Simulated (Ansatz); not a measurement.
A nudged elastic band was laid between two geometries of C2H6OSiTe (11 atoms, charge 0, multiplicity 1).

Method: RKS PBE-D4/def2-SVP in Ansatz 0.2.0.

- movable images: 5
- climbing image: yes
- spring: 5.0 eV/Å²
- optimiser: quadratic models (default)
- start path: IDPP
- force threshold: 0.03 eV/Å
- iteration limit: 60
- end points: relaxed

Initial state:

```xyz
11
Properties=species:S:1:pos:R:3
Si -1.129 0.331 1.602
O -0.426 0.043 0.084
C 0.915 0.027 -0.164
C 1.436 -0.287 -1.367
Te 0.325 -0.821 -3.087
H -0.748 -0.752 2.575
H -0.675 1.661 2.142
H -2.603 0.329 1.352
H 1.582 0.299 0.678
H 2.527 -0.272 -1.502
H -1.139 -0.615 -2.292
```

Final state:

```xyz
11
Properties=species:S:1:pos:R:3
Si -1.200 0.457 1.807
O -0.603 0.209 0.237
C 0.719 0.220 -0.116
C 1.121 -0.284 -1.297
Te -0.312 -1.130 -2.609
H -0.855 -0.703 2.699
H -0.605 1.716 2.380
H -2.681 0.584 1.647
H 1.428 0.680 0.599
H 2.175 -0.253 -1.604
H 0.877 -1.551 -3.722
```

What changes between the two ends?

No bond is made or broken. The dihedral C3–C4–Te5–H11 goes from 2 to -178°.

What energy profile does the band end with?

The forces met the threshold. The highest image is number 3 of 0 to 6, 0.068 eV above the first end and 0.106 eV above the last; the last end lies 0.038 eV below the first. A vibrational analysis at the climbing image gives one clearly imaginary mode, 143i cm⁻¹, and a faint second one (24i cm⁻¹) that may be numerical noise or a soft torsion: probably a first-order saddle point.

```tsv
image	path coordinate (Å)	energy (eV)	dihedral C3–C4–Te5–H11 (°)
0	0.00	0.000	2
1	0.73	0.009	-24
2	1.46	0.044	-56
3	2.19	0.068	-89
4	2.84	0.044	-120
5	3.49	-0.011	-152
6	4.15	-0.038	-178
```

What is the geometry of the highest image?


```xyz
11
Properties=species:S:1:pos:R:3
Si -1.044 0.898 1.612
O -0.474 0.329 0.115
C 0.804 -0.021 -0.156
C 1.217 -0.546 -1.328
Te -0.076 -0.852 -2.995
H -0.954 -0.187 2.650
H -0.227 2.080 2.058
H -2.466 1.286 1.366
H 1.543 0.145 0.657
H 2.282 -0.788 -1.451
H -0.539 -2.400 -2.507
```

The band took 12 iterations and about 3 core-minutes.

The run took 110 s on 2 threads of Intel(R) Xeon(R) Platinum 8488C (Sapphire Rapids), on a shared host, peak memory 0.18 GiB.
